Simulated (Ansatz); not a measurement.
Isolated molecules relaxed with PBE0-D4/def2-TZVP in Ansatz; ΔE leaves out vibrations. CCSD(T)/CBS is the MP2 limit (def2-TZVPP, def2-QZVPP) plus CCSD(T) − MP2 in def2-TZVPP, frozen cores. This one scheme is used for every species. Functionals use def2-TZVPP. B3LYP here is the variant with VWN-RPA as its local correlation; programs differ in this. Elements past krypton have def2 core potentials. For Ta outer-core shells are correlated without core-valence functions, which leaves a few kJ/mol of doubt a bond. One conformer a species, not always the lowest.

`[NH]=[Ta]([Cl])([Cl])[Cl]` + NH₃ → `[NH]=[Ta]([NH2])([Cl])[Cl]` + HCl  (ligand exchange at a Ta–Cl bond)

(1) Is it downhill or uphill in electronic energy at CCSD(T)/CBS, and by how much? (Best estimate.)

(2) What do these levels give: PBE0-D4, ωB97X-V, PBE-QIDH, PBE, B3LYP, HF/def2-TZVPP? (Estimate.)

Largest T1 diagnostic among the species: 0.018.

## Answers

(1) The calculation gave: Uphill: ΔE = +13.0 kcal/mol.

(2) Computed: PBE0-D4 13.6, ωB97X-V 12.7, PBE-QIDH 14.1, PBE 13.4, B3LYP 13.3, HF/def2-TZVPP 14.2 kcal/mol.

At CCSD(T), def2-SVP lies −2.2 kcal/mol from the extrapolated value and def2-TZVPP −0.5 kcal/mol. Leaving LDA and LC-ωPBE aside and taking each functional with its dispersion term where it has one, the values, not all of them listed here, spread over 2.7 kcal/mol, from CAM-B3LYP-D4 to B97M-V. LDA lies −1.6 kcal/mol from PBE without D4.
